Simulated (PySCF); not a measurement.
**Static response to an electric field**

C5H7NSi.
Geometry (GFN2-xTB, Å), atoms numbered from 1 in this order:
```xyz
14
C5H7NSi angstrom
N      3.305    1.908   -1.046
C      2.967    1.025   -0.404
C      2.526   -0.091    0.400
C      1.131   -0.386    0.106
C     -0.015   -0.615   -0.163
C     -1.395   -0.897   -0.462
Si    -2.570    0.437    0.250
H      2.646    0.165    1.459
H      3.154   -0.960    0.172
H     -1.651   -1.878   -0.054
H     -1.513   -0.954   -1.547
H     -2.449    0.443    1.709
H     -2.209    1.741   -0.299
H     -3.930    0.063   -0.145
```

Level: PBE0/def2-SVPD (PySCF), static field, nuclei fixed, core orbitals frozen in the response. The polarisability tensor in these axes (au):

```
x   117.31   7.52  -0.14
y     7.52  79.04  -3.58
z    -0.14  -3.58  71.78
```

Q: Give the principal values, the mean and the anisotropy Δα = √{½[(α1 − α2)² + (α2 − α3)² + (α1 − α3)²]}.

A: Principal values 70.14, 79.24 and 118.75 au; mean 89.38 au = 13.24 Å³ = 14.74 × 10⁻⁴⁰ C²·m²/J; Δα = 44.75 au (50 % of the mean).

Q: What is the dipole moment, and where does it point?

A: (-1.85, -3.16, 1.84) D, 4.10 D in size, pointing from the negative to the positive side. Measured along this direction, the outermost atoms are N1 at the negative end and H10 at the positive end.

Q: Form Σ f/ω² (atomic units) for the 8 lowest TDDFT singlets, given as eV and f, and set it beside the mean polarisability, which is this sum over all singlets: 6.28, 0.0029; 6.57, 0.0013; 6.66, 0.0296; 6.80, 0.0043; 6.95, 0.0180; 7.24, 0.0148; 7.42, 0.1131; 7.53, 0.0624.

A: They add up to 3.46 au, 3.9 % of the 89.38 au; the largest single term is 1.52 au, from the state at 7.42 eV. Terms in order: 0.05, 0.02, 0.50, 0.07, 0.28, 0.21, 1.52, 0.81 au. Higher excitations give the rest. The strengths listed sum to 0.246.

Q: Orientational against electronic polarisability at 273 K (dilute gas, rigid molecules)?

A: In Gaussian units μ²/3kT = 148.36 Å³ against 13.24 Å³, a ratio of 11.20; the Debye molar polarisation (4π/3)N_A(α + μ²/3kT) is 407.7 cm³/mol, leaving out the vibrational part.

Q: Refractivity n − 1 of an ideal gas of it at 273.15 K and 1 atm, from the electronic α?

A: N = p/kT = 2.6868 × 10¹⁹ cm⁻³, so n − 1 = 2π × N × 13.24 × 10⁻²⁴ cm³ = 2236 × 10⁻⁶ at long wavelengths.

Q: Along which axes do the principal values lie, and how far do the nuclei extend along each?

A: Largest value along (0.98, 0.19, -0.02), where the nuclei span 7.47 Å; middle along (-0.18, 0.89, -0.42), 3.55 Å; least along (-0.06, 0.42, 0.91), 3.59 Å. 

Geometry: GFN2-xTB; no solvent, vibrations or thermal averaging.
